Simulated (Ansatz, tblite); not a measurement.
Cost and result up the ladder for B(OCMe2)Cl3 (C₃H₆BCl₃O) (14 atoms). Charge 0, multiplicity 1. Geometry: B3LYP-D4/def2-SVP.

```xyz
14

B     1.6496    1.3620    0.0746
O     0.5917    0.3687    0.7320
C    -0.3266   -0.3094    0.2325
C    -1.1277   -1.1490    1.1675
C    -0.6383   -0.3120   -1.2178
H    -2.1945   -0.8864    1.0702
H    -1.0385   -2.2069    0.8657
H    -0.7914   -1.0188    2.2029
H     0.2744   -0.5962   -1.7685
H    -0.8429    0.7267   -1.5286
H    -1.4768   -0.9754   -1.4595
Cl    0.6643    2.7037   -0.7210
Cl    2.6168    0.3538   -1.1308
Cl    2.6400    1.9390    1.4808
```

Ansatz on 2 threads of AMD EPYC 7R13 on a shared host and a share (18 GiB) of an NVIDIA H100 80GB HBM3; xTB runs through tblite on one thread. Times are rough, summed over both states, and most runs start from the orbitals of an earlier one. PBE0-D4/def2-TZVP serves as the yardstick here, not as an exact answer. The other state is a triplet.

The xTB rows come from tblite. HOMO above LUMO, or a gap near zero within one spin, warns that the state may not be the lowest or that an electron is smeared out.

Run but left out: PBE-D4/def2-TZVP (triplet: an occupied level 0.02 eV above an empty one).

xTB has no spin-polarisation term.

| level | functions | vertical triplet (eV) | difference from PBE0-D4/def2-TZVP (eV) | remarks |
| --- | --- | --- | --- | --- |
| PBE0-D4/def2-TZVP | 302 | 4.39 | 0.00 | – |
| r2SCAN-D4/def2-TZVP (with forces) | 302 | 4.06 | -0.32 | gap within one spin near zero (triplet) |
| GFN1-xTB | 59 | 3.92 | -0.46 | – |
| GFN2-xTB | 53 | 3.76 | -0.63 | – |

(1) Estimate how long each takes.

## Answers

(1) GFN1-xTB 0.032 s; GFN2-xTB 0.032 s; PBE0-D4/def2-TZVP 23 s; r2SCAN-D4/def2-TZVP (with forces) 25 s. On shared hardware such times vary by a factor of up to 3.
